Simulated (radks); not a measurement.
The numbers below are computed, except where a source is named.
Valence configurations of the sulfur ion S+ (all share [Ne]). Code: a radial shooting solver on a logarithmic mesh with Libxc functionals. Model: Dirac Kohn-Sham, LDA (Slater exchange, Perdew-Wang correlation), spin-unpolarised, spherical densities, point nucleus; open shells are shared between the two j in proportion to 2j + 1. Energies are relative to 3s2 3p3; eigenvalues in eV.

valence      E (eV)  e(3p1/2)  e(3p3/2)  e(3s1/2)
3s2 3p3       0.000   -16.946   -16.845   -27.629
3s1.5 3p3.5   5.388   -17.234   -17.130   -27.964
3s1 3p4      10.799   -17.512   -17.408   -28.289
3s0.5 3p4.5  16.234   -17.783   -17.678   -28.605
3p5          21.691   -18.047   -17.940         -

NIST lists [Ne] 3s2 3p3 as the ground configuration; this level of theory agrees among the configurations tried. The energies are those of spherical spin-averaged densities, not of single terms.
